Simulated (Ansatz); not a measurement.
The cluster Si₇H₇⁻. Total charge -1; singlet. Geometry r2SCAN-D4/def2-SVPD.

```xyz
14

Si   -2.633    0.418    0.925
Si    0.212   -0.145   -1.798
Si   -0.656    0.455    1.921
Si    1.691   -0.728    0.007
Si   -1.437   -1.106   -0.352
Si    1.613    1.595   -1.223
Si    0.059   -1.720    1.470
H     2.369    0.643    0.361
H    -3.367    1.656    0.462
H     2.925   -1.458   -0.451
H     0.723   -1.004   -2.928
H     0.002    1.491    2.808
H    -2.186   -2.186   -1.101
H     0.684    2.089   -0.100
```

The restricted singlet is unstable towards broken spin symmetry in Hartree–Fock (as tested in another run); at PBE-D4/def2-TZVPD, r2SCAN-D4/def2-TZVPD, B97M-V/def2-TZVPD, PBE0-D4/def2-TZVPD and others this wasn't settled. Another isomer (singlet) lies 0.89 eV lower at PBE0-D4/def2-TZVPD; other spin states weren't run for this one.

(1) Estimate the orbital energies around the gap (eV) in Ansatz with PBE-D4/def2-TZVPD, r2SCAN-D4/def2-TZVPD, B97M-V/def2-TZVPD, PBE0-D4/def2-TZVPD, BHLYP-D4/def2-TZVPD.

Results:

(1) 
```
orbital  PBE-D4/def2-TZVPD  r2SCAN-D4/def2-TZVPD  B97M-V/def2-TZVPD  PBE0-D4/def2-TZVPD  BHLYP-D4/def2-TZVPD
 HOMO−5              -2.85                 -3.08              -3.18               -3.84                -4.67
 HOMO−4              -2.62                 -2.83              -2.92               -3.55                -4.34
 HOMO−3              -2.26                 -2.46              -2.56               -3.17                -3.94
 HOMO−2              -1.97                 -2.15              -2.26               -2.83                -3.55
 HOMO−1              -1.52                 -1.67              -1.74               -2.31                -2.93
   HOMO              -0.95                 -1.07              -1.14               -1.64                -2.15
   LUMO               0.76                  0.86               0.80                1.39                 2.19
 LUMO+1               1.36                  1.51               1.43                2.03                 2.80
 LUMO+2               1.57                  1.78               1.63                2.23                 2.92
 LUMO+3               2.10                  2.37               2.18                2.75                 3.38
 LUMO+4               2.24                  2.54               2.32                2.90                 3.53
 LUMO+5               2.54                  2.88               2.60                3.20                 3.79
```
